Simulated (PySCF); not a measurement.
Species: C7H11N.
Cartesian coordinates in Å at the GFN2-xTB level; atoms count from 1:
```xyz
19
C7H11N angstrom
C      3.328    0.848   -1.061
C      2.329    0.167   -0.513
N      1.024    0.599   -0.659
C      0.051   -0.122   -0.316
C     -0.150   -1.505    0.267
C     -1.665   -1.228    0.283
C     -1.426    0.162   -0.350
C     -1.873    1.369    0.461
H      3.134    1.736   -1.637
H      4.351    0.531   -0.961
H      2.516   -0.738    0.068
H      0.164   -2.316   -0.390
H      0.308   -1.655    1.245
H     -2.255   -1.908   -0.327
H     -2.096   -1.182    1.281
H     -1.810    0.249   -1.369
H     -2.959    1.426    0.488
H     -1.502    1.299    1.482
H     -1.480    2.278    0.015
```

The calculation used TDDFT wB97X-D/def2-SVPD, vertical, gas phase, core orbitals frozen in the response (PySCF).

Predict the UV-vis stick spectrum at this level.

| state | E (eV) | E (kJ/mol) | λ (nm) | f | main configurations (H = HOMO, L = LUMO) |
| --- | --- | --- | --- | --- | --- |
| S1 | 4.42 | 427 | 280.4 | 0.0071 | H-1→L (70%), H→L (26%) |
| S2 | 5.83 | 563 | 212.6 | 0.706 | H→L (71%), H-1→L (27%) |
| S3 | 7.08 | 683 | 175.2 | 0.023 | H→L+1 (26%), H-2→L (11%), H-1→L+4 (9%) |
| S4 | 7.10 | 685 | 174.6 | 0.012 | H→L+1 (30%), H→L+2 (27%) |
| S5 | 7.30 | 705 | 169.8 | 0.013 | H-2→L (30%), H-3→L (26%) |
| S6 | 7.43 | 717 | 166.8 | 0.0099 | H-1→L+1 (62%), H→L+6 (10%), H-1→L+2 (8%) |
| S7 | 7.50 | 723 | 165.4 | 0.0006 | H-2→L (43%), H-3→L (42%) |
| S8 | 7.68 | 741 | 161.5 | 0.029 | H→L+4 (13%), H-1→L+6 (12%), H→L+5 (11%) |

Triplets (Tamm–Dancoff): T1 3.46 eV, H→L (87%); T2 4.05 eV, H-1→L (88%); T3 5.52 eV, H→L+6 (24%), H→L+4 (15%), H-4→L (12%).

The lowest singlet comes at 280 nm (427 kJ/mol) in the ultraviolet; it is weak; its leading configuration is HOMO-1→LUMO (70%). The most intense listed level is S2 at 5.83 eV (213 nm, f = 0.706), 1.41 eV above S1. Löwdin shares by element: HOMO carbon 59% or more, nitrogen 23% (atoms not listed hold the other 18%); LUMO carbon 55% or more, nitrogen 15% (atoms not listed hold the other 30%). Weighted by f, the mean energy of these states is 5.99 eV. Orbital energies (eV): HOMO-3 -11.24, HOMO-2 -11.00, HOMO-1 -8.96, HOMO -8.56, LUMO 0.82, LUMO+1 2.42, LUMO+2 2.81. The listed states span 3.26 eV, and the widest gap between neighbours is 1.41 eV (S1 to S2). Only the lowest 8 singlets were computed, as vertical energies without vibronic structure.

The run took 60 s of wall time (with the writing of density and orbital grids) on one thread, Intel Xeon Platinum 8488C (x86_64), no GPU, shared host, and the process peaked at 1.1 GiB of memory.

One conformer stands for the species.
